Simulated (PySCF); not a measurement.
Spectrum to structure. Theory: TDDFT CAM-B3LYP/def2-SVPD, vertical, gas phase, core orbitals frozen in the response (PySCF 2.14.0, density-fitted response routines). Geometries: GFN2-xTB, one conformer each.

```
state  E (eV)       f   main configurations (H = HOMO, L = LUMO)
   S1    8.54   0.026                                  H→L (85%)
   S2    9.04   0.032                   H→L+1 (40%), H→L+2 (38%)
   S3    9.19   0.021      H→L+2 (47%), H-1→L (13%), H→L+1 (11%)
   S4    9.22   0.010    H-2→L (42%), H-2→L+1 (22%), H→L+3 (12%)
   S5    9.30   0.019                   H→L+3 (54%), H-2→L (14%)
   S6    9.31   0.032                   H-1→L (48%), H→L+1 (16%)
   S7    9.62  0.0083  H-1→L+1 (44%), H-2→L+1 (21%), H-4→L (12%)
   S8    9.75   0.012  H-2→L+1 (25%), H-2→L (16%), H-1→L+1 (16%)
```

Question: Which candidate is it? All have the formula C5H10F2O.
A. `COCCC(C)(F)F`
B. `CC[C@H](OC)C(F)F`
C. `O(C(F)F)CCCC`

Answer: C. Its S1, at 8.54 eV, is the highest among the candidates; the nearest of the others has S1 at 7.71 eV. S1 is HOMO→LUMO (85%). Löwdin shares by element: HOMO oxygen 39%, carbon 34% or more (atoms not listed hold the other 27%); LUMO carbon 26% or more, hydrogen 20% or more (atoms not listed hold the other 54%). At the same level the other candidates give, for their lowest levels:
- `COCCC(C)(F)F`: 7.29 eV (f 0.022); 8.20 eV (f 0.013); 8.35 eV (f 0.039); 8.56 eV (f 0.027); 8.80 eV (f 0.011); T1 7.10 eV; HOMO -9.25, LUMO 1.20 eV
- `CC[C@H](OC)C(F)F`: 7.71 eV (f 0.008); 8.20 eV (f 0.027); 8.40 eV (f 0.023); 8.48 eV (f 0.005); 8.93 eV (f 0.002); T1 7.51 eV; HOMO -9.33, LUMO 1.38 eV

Conformer computed: `[CH3:1][CH2:2][CH2:3][CH2:4][O:5][CH:6]([F:7])[F:8]`: C1–C2–C3–C4 180°, C2–C3–C4–O5 60°, C3–C4–O5–C6 72°, C4–O5–C6–F7 -91°.
Triplets come from the Tamm–Dancoff approximation.
